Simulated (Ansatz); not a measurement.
C2H4SeSi (`C#C[Se][SiH3]`), relaxed with RKS PBE0-D4/def2-TZVP in Ansatz 0.2.0 from a PBE-D4/def2-SVP geometry. The force threshold is 0.005 eV/Å; the program also tests the step.

The species carries charge 0 and has multiplicity 1.

Start:

```xyz
8

C    -1.228    1.149    1.778
C    -0.792    0.093    1.329
Se   -0.159   -1.514    0.700
Si    0.795   -0.576   -1.198
H    -1.613    2.078    2.173
H    -0.261    0.077   -2.042
H     1.843    0.427   -0.811
H     1.415   -1.733   -1.928
```

```csv
step,energy (eV),largest force (eV/Å),largest move (Å)
1,-75351.9912,1.438,0.000
2,-75352.0407,0.119,0.041
3,-75352.0418,0.050,0.012
4,-75352.0420,0.010,0.009
5,-75352.0420,0.002,0.003
```

End:

```xyz
8

C    -1.209    1.133    1.748
C    -0.784    0.094    1.315
Se   -0.154   -1.502    0.690
Si    0.785   -0.568   -1.183
H    -1.586    2.051    2.133
H    -0.265    0.077   -2.005
H     1.815    0.422   -0.790
H     1.398   -1.708   -1.908
```

Run time 23 s (2 threads of an Arm Neoverse V2 on a shared host); peak host memory 0.43 GiB.
